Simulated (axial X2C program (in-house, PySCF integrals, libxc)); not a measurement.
**Working with the constants of ZrH**

A bond curve at the CCSD(T) level, with spin–orbit coupling, was computed with an axial X2C code built on PySCF integrals (basis Zr dyall-cv3z [11s12p9d6f3g], H dyall-v3z [6s2p1d] (cores contracted in-house)) for the state Ω = 3/2 (⟨Sz⟩ = -1.50, ⟨Lz⟩ = 3.00 at HF). Its fit gives Re = 1.8745 Å, ωe = 1569.5 cm⁻¹, ωexe = 21.1 cm⁻¹ and αe = 1.037e-01 cm⁻¹; the masses are 89.9047 and 1.0078 u. Two-component means X2C with spin–orbit coupling and atomic mean-field Coulomb and Gaunt terms.

Correlated methods: 13 electrons correlated (number of frozen shells: Zr 3 s, 2 p, 1 d; H none), 241 virtual spin orbitals or spinors in MP2, 110 natural virtuals in coupled cluster.

Find the reduced mass, Be and the force constant.

From the CCSD(T) values: μ = 0.9966 u. Be = 16.8576/(μ Re²) = 4.814 cm⁻¹. k = 5.8918×10⁻⁷ μ ωe² = 1.45 mdyn/Å.

Estimate De from a Morse curve and compare with the computed well depth of 2.459 eV to Zr + H.

De(Morse) = ωe²/(4ωexe) = 3.619 eV against 2.459 eV computed, a ratio of 1.47. The extrapolation overshoots: the well softens faster than a Morse curve, or the lowest atomic limit lies below the one to which the curve heads.

Where do the fundamental and the first overtone lie?

ν(1←0) = ωe − 2ωexe = 1527.3 cm⁻¹; ν(2←0) = 2ωe − 6ωexe = 3012.4 cm⁻¹.

A Morse curve ties αe to the other constants (Pekeris). How well does that hold?

αe(Morse) = 6Be²/ωe × (√(ωexe/Be) − 1) = 9.688e-02 cm⁻¹; the CCSD(T) curve gives 1.037e-01 cm⁻¹, a ratio of 0.93.

Estimate the centrifugal constant by the Kratzer relation.

D = 4Be³/ωe² = 1.81e-04 cm⁻¹.

Occupations by symmetry block were frozen at the best pattern of an incomplete PBE0 search. De is counted from the lowest determinant-based energies of the atoms at the same level, without counterpoise correction. Coupled cluster ran in a truncated set of natural virtual spinors; the MP2 energy of the rest was added. (T) has no such correction and the atoms are truncated less, which lowers De at CCSD(T) by a hundredth of an eV or more. With several unpaired electrons one determinant need not be a pure state. The lowest spin-free determinant has another configuration (M_S = 3/2, Λ = 0), so the order of states is uncertain and this need not be the ground state.
